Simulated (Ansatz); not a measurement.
`CC(=O)SCCCCCCCCCCCOc1ccccc1`, relaxed as a singlet with RKS PBE-D4/def2-SVP in Ansatz, starting from the GFN2-xTB geometry. Force threshold 0.03 eV/Å.

Single mean-field runs in def2-SVP are fitted with def2-universal-jkfit.

Start:

Cartesian coordinates in Å:
```
C -3.925 -3.487 -6.722
C -3.184 -3.088 -5.485
O -2.871 -1.975 -5.164
S -2.778 -4.480 -4.461
C -1.929 -3.600 -3.102
C -1.450 -4.587 -2.052
C -0.841 -3.896 -0.831
C 0.452 -3.143 -1.137
C 1.078 -2.572 0.135
C 2.431 -1.895 -0.095
C 2.409 -0.700 -1.051
C 1.433 0.420 -0.685
C 1.717 1.059 0.672
C 0.788 2.240 0.944
C 1.071 2.872 2.303
O 0.171 3.947 2.479
C 0.231 4.670 3.631
C 1.117 4.434 4.677
C 1.082 5.238 5.805
C 0.179 6.278 5.908
C -0.705 6.515 4.865
C -0.682 5.722 3.738
H -3.322 -4.184 -7.299
H -4.151 -2.607 -7.320
H -4.847 -3.993 -6.445
H -2.647 -2.891 -2.690
H -1.107 -3.052 -3.560
H -2.298 -5.195 -1.728
H -0.713 -5.259 -2.498
H -1.572 -3.205 -0.405
H -0.635 -4.661 -0.078
H 0.243 -2.330 -1.833
H 1.161 -3.823 -1.614
H 0.385 -1.864 0.592
H 1.224 -3.387 0.850
H 2.824 -1.575 0.872
H 3.129 -2.635 -0.496
H 3.420 -0.284 -1.092
H 2.166 -1.052 -2.056
H 0.410 0.040 -0.698
H 1.501 1.192 -1.456
H 1.589 0.320 1.464
H 2.754 1.401 0.702
H -0.252 1.911 0.924
H 0.909 3.003 0.174
H 0.933 2.128 3.100
H 2.108 3.235 2.341
H 1.835 3.631 4.625
H 1.774 5.043 6.611
H 0.160 6.900 6.790
H -1.416 7.325 4.934
H -1.362 5.895 2.918
```

| step | energy (eV) | largest force component (eV/Å) | SCF passes |
| --- | --- | --- | --- |
| 1 | -35066.7358 | 1.226 | 20 |
| 2 | -35067.0419 | 0.308 | 22 |
| 3 | -35067.0726 | 0.096 | 23 |
| 4 | -35067.0740 | 0.071 | 23 |
| 5 | -35067.0741 | 0.065 | 16 |
| 6 (rejected) | -35067.0740 | 0.163 | 21 |
| 7 | -35067.0747 | 0.021 | 22 |
| 8 | -35067.0754 | 0.074 | 21 |
| 9 | -35067.0760 | 0.164 | 21 |
| 10 | -35067.0771 | 0.187 | 21 |
| 11 | -35067.0790 | 0.335 | 21 |
| 14 (rejected) | -35067.0725 | 1.011 | 20 |
| 17 | -35067.1122 | 0.407 | 21 |
| 20 (rejected) | -35067.1262 | 0.351 | 20 |
| 23 | -35067.1404 | 0.406 | 22 |
| 26 | -35067.1458 | 0.095 | 22 |
| 29 | -35067.1504 | 0.127 | 21 |
| 32 | -35067.1531 | 0.170 | 21 |
| 35 | -35067.1542 | 0.040 | 21 |
| 38 | -35067.1551 | 0.084 | 22 |
| 41 (rejected) | -35067.1551 | 0.154 | 21 |
| 44 | -35067.1569 | 0.084 | 21 |
| 47 | -35067.1579 | 0.025 | 21 |
| 50 | -35067.1586 | 0.034 | 21 |
| 53 | -35067.1594 | 0.010 | 21 |
| 54 | -35067.1596 | 0.029 | 21 |

Force components are those of the run's own axes.

End:

```xyz
52

C    -2.843   -4.465   -6.772
C    -2.334   -3.899   -5.464
O    -1.179   -3.566   -5.268
S    -3.628   -3.759   -4.216
C    -2.622   -3.114   -2.835
C    -1.979   -4.215   -1.989
C    -1.126   -3.673   -0.833
C     0.126   -2.904   -1.269
C     0.979   -2.419   -0.093
C     2.279   -1.706   -0.494
C     2.103   -0.463   -1.384
C     1.160    0.617   -0.835
C     1.576    1.203    0.518
C     0.644    2.316    1.002
C     1.061    2.897    2.344
O     0.131    3.914    2.696
C     0.312    4.600    3.858
C     1.365    4.365    4.768
C     1.453    5.139    5.938
C     0.512    6.138    6.217
C    -0.535    6.366    5.305
C    -0.639    5.607    4.136
H    -2.290   -5.401   -6.996
H    -2.614   -3.747   -7.587
H    -3.929   -4.674   -6.754
H    -3.300   -2.475   -2.233
H    -1.853   -2.469   -3.308
H    -2.776   -4.877   -1.588
H    -1.348   -4.847   -2.651
H    -1.753   -3.020   -0.182
H    -0.820   -4.527   -0.189
H    -0.169   -2.034   -1.895
H     0.741   -3.551   -1.935
H     0.364   -1.750    0.551
H     1.235   -3.289    0.552
H     2.833   -1.429    0.429
H     2.937   -2.427   -1.027
H     3.105   -0.013   -1.562
H     1.739   -0.774   -2.387
H     0.127    0.211   -0.751
H     1.091    1.442   -1.577
H     1.612    0.397    1.285
H     2.618    1.593    0.444
H    -0.396    1.932    1.090
H     0.607    3.139    0.256
H     1.081    2.102    3.127
H     2.092    3.322    2.284
H     2.115    3.588    4.575
H     2.279    4.948    6.642
H     0.591    6.738    7.136
H    -1.284    7.148    5.509
H    -1.449    5.769    3.411
```

By distances, no bond broke or formed. The bond that changes most is C2–S4, from 1.78 to 1.80 Å (atoms count from 1).

The force fell under the threshold at step 7, but the optimiser went on and released 0.085 eV more. No frequencies were taken in this run, so the end may be a saddle point.

Hardware: 2 threads of AMD EPYC 7R13 on a shared host and a share (18 GiB) of an NVIDIA H100 80GB HBM3. Wall time 2.2 min, peak host memory 0.92 GiB.
